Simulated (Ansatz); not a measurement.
Ansatz results at the PBE0-D4/def2-TZVP geometry: HOMO–LUMO gap (PBE0/def2-TZVPP) 3.33 eV; HOMO energy (ωB97M-V/def2-TZVPP) -9.10 eV; HOMO–LUMO gap (PBE/def2-TZVPP) 1.48 eV.

Question: Which molecule gave them?
A. `[OH][Al]([SH])[AlH][F]`
B. `C1=[N][Zn][O]1`
C. `OCB(F)S`
D. `C#C[SiH2]CCl`

Answer: B. The others give `OCB(F)S`: 7.47, -10.24, 4.87; `[OH][Al]([SH])[AlH][F]`: 5.03, -9.33, 3.26; `C#C[SiH2]CCl`: 7.65, -10.27, 5.42.
